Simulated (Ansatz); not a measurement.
Program: Ansatz 0.2.0.

A structure relaxed at PBE0-D4/def2-TZVP, charge 0, multiplicity 1:

| atom | x (Å) | y (Å) | z (Å) |
| --- | --- | --- | --- |
| C1 | 0.483 | -0.054 | -1.510 |
| Sn2 | -0.149 | -1.524 | -0.014 |
| C3 | -0.487 | 0.013 | 1.510 |
| H4 | -0.323 | 0.671 | -1.668 |
| H5 | 0.746 | -0.506 | -2.467 |
| H6 | 1.346 | 0.502 | -1.130 |
| H7 | -1.217 | 0.739 | 1.137 |
| H8 | -0.844 | -0.397 | 2.455 |
| H9 | 0.446 | 0.557 | 1.687 |

**Question.** Give its formula and SMILES.

**Answer.** C2H6Sn, `[CH3][Sn][CH3]`.

**Question.** Point group (tolerance 0.08 Å, 0.16 Å for H)?

**Answer.** C2v.

**Question.** Summarise the bond lengths by kind.

**Answer.** 2 × C–Sn 2.190 Å; 6 × C–H 1.090 to 1.095 Å.
